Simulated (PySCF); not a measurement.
How methods differ on the ionisation energy of Kr²⁺

Kr²⁺ [Ar] 3d10 4s2 4p4 (3P) → Kr³⁺ [Ar] 3d10 4s2 4p3 (4S), as a difference of total energies. Computed with PySCF 2.14 in aug-cc-pVDZ-DK, with scalar relativity by spin-free X2C-1e. Correlated levels: valence: [Ar] 3d10 frozen. The calculations carry no spin-orbit coupling.

```
           method  ionisation energy (eV)
              UHF                  34.230
             TPSS                  35.492
             MN15                  35.386
    MP2 (valence)                  34.653
SCS-MP2 (valence)                  34.664
   CCSD (valence)                  34.677
CCSD(T) (valence)                  34.687
```

Problem. How much does correlation contribute at CCSD(T) (valence)?

Solution. 34.687 − (34.230) = 0.457 eV, measured against UHF.

The reference lies between the lowest fine-structure levels, while these numbers refer to the centres of the terms.

Errors of the correlated levels include the incompleteness of this basis and the frozen core.

For comparison: 35.838 ± 0.02 eV (measured; NIST Atomic Spectra Database, ionization energies).
